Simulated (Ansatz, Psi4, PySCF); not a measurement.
O (SMILES [O+]), charge +1, quartet. Base run: CCSD(T)/def2-TZVP (PySCF).

Here is a job for PySCF.
```python
from pyscf import gto, scf, cc

mol = gto.M(
    atom='''
O     0.000000    0.000000    0.000000
''',
    basis='def2-tzvp',
    charge=1,
    spin=3,
    verbose=4,
)

mf = scf.UHF(mol)
mf.kernel()

mycc = cc.CCSD(mf)
mycc.kernel()
et = mycc.ccsd_t()
print('E(CCSD(T)) = %.10f' % (mycc.e_tot + et))
```

The same geometry, method and basis name were run in Ansatz (a quantum-chemistry and plane-wave program) and Psi4 and PySCF, at each program's defaults and at the settings that a row names. The base is PySCF at its defaults. Differences at the defaults can come from grids, fitting, cores and function types together.

```json
[
 {"code and settings": "PySCF, defaults (exact integrals, spherical functions, all electrons correlated)", "ΔE vs base (mEh)": "0.000", "basis functions": "31", "E (Eh)": "-74.50500", "SCF cycles": "7"},
 {"code and settings": "Psi4, defaults (exact integrals, spherical functions, all electrons correlated)", "ΔE vs base (mEh)": "0.000", "basis functions": "31", "E (Eh)": "-74.50500", "SCF cycles": "9"},
 {"code and settings": "Ansatz, defaults (factorised integrals, spherical functions, frozen core)", "ΔE vs base (mEh)": "18.104", "basis functions": "31", "E (Eh)": "-74.48689", "SCF cycles": "-"},
 {"code and settings": "PySCF, frozen core", "ΔE vs base (mEh)": "18.104", "basis functions": "31", "E (Eh)": "-74.48689", "SCF cycles": "7"},
 {"code and settings": "Psi4, exact integrals, spherical functions, frozen core", "ΔE vs base (mEh)": "18.104", "basis functions": "31", "E (Eh)": "-74.48689", "SCF cycles": "9"},
 {"code and settings": "Ansatz, high accuracy, frozen core", "ΔE vs base (mEh)": "18.104", "basis functions": "31", "E (Eh)": "-74.48689", "SCF cycles": "-"}
]
```

Open shells are given as the SCF converged; they aren't shown to be the lowest states, and a large step between rows can be another state.
